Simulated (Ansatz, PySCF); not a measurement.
C2H5F2In, SMILES C[CH2][In]([F])[F]. Atoms are numbered in the order given.

```xyz
10

In     0.1158     0.0774     0.2562
F     -0.3061    -1.5278     1.2976
F      1.1336     1.2853     1.4129
C     -0.4628     0.4111    -1.7848
C     -1.1336    -0.7817    -2.4468
H      0.4594     0.7166    -2.3028
H     -1.1178     1.2959    -1.7545
H     -2.0521    -1.0859    -1.9234
H     -0.4741    -1.6615    -2.4846
H     -1.4133    -0.5384    -3.4852
```

Coordinates come from a PBE0-D3(BJ)/def2-SVP optimisation. The structure was generated by enumeration; whether it is a known compound was not checked. The def2 effective core potentials stand for the cores of In; spin–orbit coupling is left out. The values are those of a single conformer.

Two levels are set side by side: PBE-D3(BJ)/def2-SVP (Ansatz, an electronic-structure program) and PBE0-D3(BJ)/def2-SVP (Ansatz). Each level has its own optimised geometry; the coordinates shown are those of the second. Frequencies come from the Hessian of PySCF at each geometry. Differences are taken from unrounded values.

```
quantity                            PBE0-D3(BJ)
----------------------------------  -----------
mean bond length (Å)                      1.454
bond In1–F2 (Å)                           1.959
bond In1–F3 (Å)                           1.958
bond In1–C4 (Å)                           2.148
bond C4–C5 (Å)                            1.520
bond C4–H6 (Å)                            1.101
bond C4–H7 (Å)                            1.101
bond C5–H8 (Å)                            1.100
bond C5–H9 (Å)                            1.100
bond C5–H10 (Å)                           1.103
highest harmonic wavenumber (cm⁻¹)         3165
mean harmonic wavenumber (cm⁻¹)            1249
zero-point energy (kcal/mol)              42.86
```

What does PBE-D3(BJ) give, and how far is it from PBE0-D3(BJ)? (The exact figures need the calculation; the answer reports its results.)


```csv
quantity,PBE-D3(BJ),PBE-D3(BJ) minus PBE0-D3(BJ)
mean bond length (Å),1.467,0.013
bond In1–F2 (Å),1.982,0.023
bond In1–F3 (Å),1.980,0.022
bond In1–C4 (Å),2.173,0.026
bond C4–C5 (Å),1.526,0.005
bond C4–H6 (Å),1.109,0.008
bond C4–H7 (Å),1.109,0.008
bond C5–H8 (Å),1.108,0.008
bond C5–H9 (Å),1.108,0.008
bond C5–H10 (Å),1.111,0.009
highest harmonic wavenumber (cm⁻¹),3078,-87
mean harmonic wavenumber (cm⁻¹),1208,-41
zero-point energy (kcal/mol),41.45,-1.42
```

Exact exchange shortens and stiffens bonds; PBE has none. Differences between two approximate levels are no errors against the true value.
